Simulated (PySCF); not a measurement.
C2H7Al, singlet, at a GFN2-xTB geometry (such geometries of metal compounds can be far from the true shape); PySCF with CCSD(T)/STO-3G.

PySCF was given this input:
```python
from pyscf import gto, scf, cc

mol = gto.M(
    atom='''
Al    0.352983   -0.096791   -0.294381
C    -0.546751   -1.672244    0.522869
H    -0.141016   -2.606774    0.115300
H    -1.628190   -1.696342    0.343778
H    -0.421767   -1.728064    1.610663
C    -0.045405    1.834618   -0.029023
H     0.680490    2.458845   -0.565210
H    -0.009277    2.145350    1.021836
H    -1.036603    2.127962   -0.394411
H     1.520515   -0.416939   -1.268079
''',
    basis='sto-3g',
    charge=0,
    spin=0,
    verbose=4,
)

mf = scf.RHF(mol)
mf.kernel()

mycc = cc.CCSD(mf)
mycc.kernel()
et = mycc.ccsd_t()
print('E(CCSD(T)) = %.10f' % (mycc.e_tot + et))
```

The log (banner, timings and long lists left out):

```
PySCF version 2.14.0

[INPUT] verbose = 4
[INPUT] num. atoms = 10
[INPUT] num. electrons = 32
[INPUT] charge = 0
[INPUT] spin (= nelec alpha-beta = 2S) = 0
[INPUT] symmetry False subgroup None
[INPUT] Mole.unit = angstrom
[INPUT] Symbol           X                Y                Z      unit          X                Y                Z       unit  Magmom
[INPUT]  1 Al     0.352983000000  -0.096791000000  -0.294381000000 AA    0.667041196627  -0.182908481323  -0.556299466276 Bohr   0.0
[INPUT]  2 C     -0.546751000000  -1.672244000000   0.522869000000 AA   -1.033209648332  -3.160083173447   0.988079209025 Bohr   0.0
[INPUT]  3 H     -0.141016000000  -2.606774000000   0.115300000000 AA   -0.266481619182  -4.926088928637   0.217885422162 Bohr   0.0
[INPUT]  4 H     -1.628190000000  -1.696342000000   0.343778000000 AA   -3.076833178756  -3.205621793597   0.649646267651 Bohr   0.0
[INPUT]  5 H     -0.421767000000  -1.728064000000   1.610663000000 AA   -0.797024118379  -3.265567685720   3.043711948970 Bohr   0.0
[INPUT]  6 C     -0.045405000000   1.834618000000  -0.029023000000 AA   -0.085803014686   3.466925563197  -0.054845521313 Bohr   0.0
[INPUT]  7 H      0.680490000000   2.458845000000  -0.565210000000 AA    1.285939730505   4.646543632756  -1.068092102865 Bohr   0.0
[INPUT]  8 H     -0.009277000000   2.145350000000   1.021836000000 AA   -0.017530989258   4.054123941336   1.930990184221 Bohr   0.0
[INPUT]  9 H     -1.036603000000   2.127962000000  -0.394411000000 AA   -1.958895769903   4.021265383482  -0.745328770516 Bohr   0.0
[INPUT] 10 H      1.520515000000  -0.416939000000  -1.268079000000 AA    2.873356918293  -0.787900520650  -2.396322014312 Bohr   0.0

nuclear repulsion = 94.9492815071274
number of shells = 18
number of NR pGTOs = 78
number of NR cGTOs = 26
basis = sto-3g
ecp = {}

******** <class 'pyscf.scf.hf.RHF'> ********
method = RHF
initial guess = minao
damping factor = 0
level_shift factor = 0
DIIS = <class 'pyscf.scf.diis.CDIIS'>
diis_start_cycle = 1
diis_space = 8
diis_damp = 0
SCF conv_tol = 1e-09
SCF conv_tol_grad = None
SCF max_cycles = 50
direct_scf = True
direct_scf_tol = 1e-13
Set gradient conv threshold to 3.16228e-05
Initial guess from minao.
init E= -317.543125899721
  HOMO = -0.26845558794949  LUMO = 0.209413708839788  gap/eV = 13.00349
cycle= 1 E= -317.895898096765  delta_E= -0.353  |g|= 0.237  |ddm|= 3.31
  HOMO = -0.29779600177328  LUMO = 0.325635870305347  gap/eV = 16.96445
cycle= 2 E= -317.919388508533  delta_E= -0.0235  |g|= 0.056  |ddm|= 0.438
  HOMO = -0.323340432541603  LUMO = 0.325330699664549  gap/eV = 17.65124
cycle= 3 E= -317.921030597951  delta_E= -0.00164  |g|= 0.0166  |ddm|= 0.113
  HOMO = -0.324383059707631  LUMO = 0.324163002912862  gap/eV = 17.64784
cycle= 4 E= -317.921162845753  delta_E= -0.000132  |g|= 0.000702  |ddm|= 0.0383
  HOMO = -0.324370944542546  LUMO = 0.324202038627292  gap/eV = 17.64857
cycle= 5 E= -317.921163150105  delta_E= -3.04e-07  |g|= 6.92e-05  |ddm|= 0.00167
  HOMO = -0.32440709959682  LUMO = 0.324175951576971  gap/eV = 17.64884
cycle= 6 E= -317.92116315314  delta_E= -3.03e-09  |g|= 1.14e-05  |ddm|= 0.000165
  HOMO = -0.324402786213708  LUMO = 0.32417993310187  gap/eV = 17.64883
cycle= 7 E= -317.92116315322  delta_E= -8.01e-11  |g|= 1.52e-06  |ddm|= 2.53e-05
  HOMO = -0.324402911643422  LUMO = 0.324179358040264  gap/eV = 17.64882
Extra cycle  E= -317.921163153222  delta_E= -2.05e-12  |g|= 4.76e-07  |ddm|= 2.83e-06
converged SCF energy = -317.921163153222

******** <class 'pyscf.cc.ccsd.CCSD'> ********
CC2 = 0
CCSD nocc = 16, nmo = 26
max_cycle = 50
direct = 0
conv_tol = 1e-07
conv_tol_normt = 1e-05
diis_space = 6
diis_start_cycle = 0
diis_start_energy_diff = 1e+09
Init t2, MP2 energy = -318.065550420365  E_corr(MP2) -0.144387267143156
Init E_corr(CCSD) = -0.144387267143261
cycle = 1  E_corr(CCSD) = -0.174826858694599  dE = -0.0304395916  norm(t1,t2) = 0.0516396
cycle = 2  E_corr(CCSD) = -0.184887991337741  dE = -0.0100611326  norm(t1,t2) = 0.0193652
cycle = 3  E_corr(CCSD) = -0.190844881071079  dE = -0.00595688973  norm(t1,t2) = 0.00784421
cycle = 4  E_corr(CCSD) = -0.190996219680673  dE = -0.00015133861  norm(t1,t2) = 0.000985881
cycle = 5  E_corr(CCSD) = -0.190985415694743  dE = 1.08039859e-05  norm(t1,t2) = 0.000271336
cycle = 6  E_corr(CCSD) = -0.190987710552706  dE = -2.29485796e-06  norm(t1,t2) = 4.70831e-05
cycle = 7  E_corr(CCSD) = -0.19098825196943  dE = -5.41416724e-07  norm(t1,t2) = 1.14281e-05
cycle = 8  E_corr(CCSD) = -0.190988313886275  dE = -6.19168445e-08  norm(t1,t2) = 4.16441e-06
CCSD converged
E(CCSD) = -318.1121514671084  E_corr = -0.1909883138862746
CCSD(T) correction = -0.00155528685845615
E(CCSD(T)) = -318.1137067540
```
